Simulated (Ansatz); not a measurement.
The first iterations of a band of BCl2H6NSi (11 atoms, charge 0, multiplicity 1).

Computed with RKS PBE0/def2-mTZVP (Ansatz 0.2.0).

```
movable images  : 7
climbing image  : yes
spring          : 5.0 eV/Å²
optimiser       : quadratic models (default)
start path      : through a guess of the saddle point
force threshold : 0.05 eV/Å
iteration limit : 60
end points      : relaxed
```

Initial state:

```xyz
11
Properties=species:S:1:pos:R:3
B 0.061 -0.278 0.111
H 0.287 0.664 0.812
Cl 1.542 -0.755 -0.902
Cl -1.479 -0.058 -0.881
N -0.203 -1.555 1.060
H -0.498 -2.321 0.451
Si 1.247 -2.046 2.066
H 1.999 -3.060 1.305
H 2.011 -0.824 2.373
H 0.672 -2.641 3.299
H -1.013 -1.341 1.642
```

Final state:

```xyz
11
Properties=species:S:1:pos:R:3
B 0.273 -0.912 -0.403
H -1.352 1.010 2.310
Cl 1.176 0.543 0.051
Cl -0.836 -0.835 -1.778
N 0.447 -2.088 0.322
H -0.096 -2.885 0.011
Si 1.492 -2.353 1.717
H 1.303 -3.778 2.087
H 2.912 -2.105 1.368
H 1.098 -1.480 2.848
H -1.791 0.668 2.805
```

| iteration | highest image above the first end (eV) | largest band force component (eV/Å) |
| --- | --- | --- |
| 1 | 5.630 | 10.927 |
| 2 | 3.496 | 6.210 |
| 3 | 2.740 | 4.311 |
| 4 | 2.512 | 1.540 |
| 5 | 2.207 | 1.021 |
| 6 | 2.199 | 0.679 |
| 7 | 2.132 | 1.049 |
| 8 | 1.812 | 1.212 |
| 9 | 1.700 | 0.710 |

Problem. Does the band converge within its limit, and where does its top end?

Solution. It converged. It ended after 27 iterations with the highest image 1.950 eV above the first end. The profile has 3 maxima (images 1, 3, 5) with wells between them (images 2, 4): this band takes more than one step, which may be the mechanism or a detour left from its start path. Neighbouring images differ by up to 1.9 eV, so the band resolves the path poorly. A vibrational analysis at the climbing image gives one clearly imaginary mode, 1444i cm⁻¹: a first-order saddle point. The orbitals stay closed-shell, which can raise the energy where a bond breaks towards radicals; this wasn't checked here.

Run time: 6.4 min on 4 threads of Arm Neoverse V1, with other jobs on the host, peak memory 0.31 GiB.
